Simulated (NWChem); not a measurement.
# C2H3FO2Si; SMILES O1C(O[SiH]1F)=C

```xyz
9

C     -0.3583    -2.4653     0.0000
C     -0.0667    -1.1722     0.0000
O      0.1257    -0.3425     1.0875
Si     0.4272     0.9087     0.0000
F     -0.6619     2.0814     0.0000
O      0.1257    -0.3425    -1.0875
H     -0.4779    -2.9890     0.9467
H     -0.4779    -2.9890    -0.9467
H      1.7518     1.5430     0.0000
```
Atoms are numbered in this order, from 1.

Program: NWChem. Coordinates come from a PBE0/def2-SVP optimisation. Level: PBE0/def2-SVP with SMD (1 M gas to 1 M solution), gas-phase geometry. Reactions with the solvent are ignored.

What does the run give for solvent toluene? Quantities: solvation free energy (kcal/mol); cavity-dispersion-structure term (kcal/mol); dipole in solution (D).


```json
{
  "solvation free energy (kcal/mol)": "-2.8",
  "cavity-dispersion-structure term (kcal/mol)": "-0.6",
  "dipole in solution (D)": "1.86"
}
```
